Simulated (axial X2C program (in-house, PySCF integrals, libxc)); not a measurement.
**CsAl: cheaper levels and CCSD(T), with spin–orbit coupling**

All values were computed with an axial X2C code built on PySCF integrals. Two-component (2c) means X2C with spin–orbit coupling and atomic mean-field two-electron Coulomb and Gaunt terms. Basis: Cs dyall-cv3z [15s15p9d4f1g], Al dyall-v3z [8s8p2d1f] (cores contracted in-house); Gaussian nuclei, density fitting, unrestricted open shells. Masses: Cs 132.905 u, Al 26.982 u.

State: Ω = 2 (⟨Sz⟩ = 1.00, ⟨Lz⟩ = 1.00 at HF); fragments Cs + Al.

```
level  Re (Å)  ωe (cm⁻¹)  De (eV)
 PBE0   3.625      122.4    0.692
   HF   3.818      113.6    0.189
  MP2   3.648      123.5    0.494
 CCSD   3.680      121.3    0.502
TPSSh   3.626      124.5    0.721
```

Correlated methods: 12 electrons correlated (number of frozen shells: Cs 4 s, 3 p, 2 d; Al 2 s, 1 p), 268 virtual spin orbitals or spinors in MP2, 90 natural virtuals in coupled cluster.

CCSD(T), same Hamiltonian and basis:

Re = 3.664 Å, ωe = 122.2 cm⁻¹, De = 0.54 eV; T1 = 0.016 (Lee–Taylor normalisation).

(1) Give the differences from CCSD(T) in the columns below.

The state is a single determinant with fixed occupations, the lowest that a limited PBE0 search found. De is counted from the lowest determinant-based energies of the atoms at the same level, without counterpoise correction. Density functionals use the spin component along the axis (collinear). Coupled cluster ran in a truncated set of natural virtual spinors; the MP2 energy of the rest was added. (T) has no such correction and the atoms are truncated less, which lowers De at CCSD(T) by a hundredth of an eV or more. In 2c an atomic determinant is not the ground J level, so De misses part of the atomic spin–orbit lowering. This holds for PBE0, TPSSh. PBE0 can misorder states that lie within some tenths of an eV, so this need not be the ground state of the molecule. The nearest other 2c determinant of the search, Ω = 1, lies 0.16 eV up at the distance of the search. Without a current term, density functionals place determinants with orbital angular momentum somewhat too high. The atomic limit has a lower orbital projection than the molecule and lies lower at mean-field level, so De may be about a tenth of an eV too small. With several unpaired electrons one determinant need not be a pure state. Open-shell Ω = 0 determinants with evenly filled partner blocks cannot be reached by this program, so the Ω shown need not be the lowest component. Some points did not converge and are left out. The stretched end of a curve changes character and is left out.

## Answers

(1) 

```
level  ΔRe (Å)  Δωe (cm⁻¹)  ΔDe (eV)
 PBE0   -0.039         0.2      0.15
   HF    0.154        -8.6     -0.35
  MP2   -0.016         1.3     -0.05
 CCSD    0.016        -0.9     -0.04
TPSSh   -0.038         2.3      0.18
```
